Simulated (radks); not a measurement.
Results of a calculation; reference values are marked as such.
Question: All-electron atom: the iodine ion I3+ in [Kr] 4d9 5s2 5p3 (not the ground configuration). Level of theory: scalar-relativistic Kohn-Sham, r2SCAN, spin-polarised, spherical densities, finite nucleus; open shells are filled with parallel spins first (spin-orbit coupling, left out, can overturn this in heavy ions); meta-GGA in the generalised Kohn-Sham scheme; Fermi nuclear charge, rms radius 4.75 fm (a radial shooting solver on a logarithmic mesh with Libxc functionals). Some entries of the table are withheld. Estimate them.

orbital,occ.,eigenvalue (Ry),<1/r> (bohr^-1)
1s up,1,-2431.681,56.83
1s down,1,-2431.664,56.83
2s up,1,-379.6659,13.04
2s down,1,-379.6249,13.04
2p up,3,-340.8653,12.46
2p down,3,-340.8255,12.46
3s up,1,-79.61982,4.685
3s down,1,-79.60331,4.684
3p up,3,-66.96689,4.447
3p down,3,-66.94279,4.446
3d up,5,-48.05714,4.201
3d down,5,-48.01681,4.200
4s up,1,-16.64734,1.892
4s down,1,-16.51292,1.889
4p up,3,-12.62962,(1)
4p down,3,-12.49792,(2)
4d up,5,-6.72693,1.470
4d down,4,-6.58852,1.474
5s up,1,-3.77414,0.7280
5s down,1,-3.46890,0.7352
5p up,3,-2.80026,0.6355
5p down,0,-2.48542,0.6400

Answer: 
(1) 4p up <1/r> (bohr^-1): 1.738
(2) 4p down <1/r> (bohr^-1): 1.737
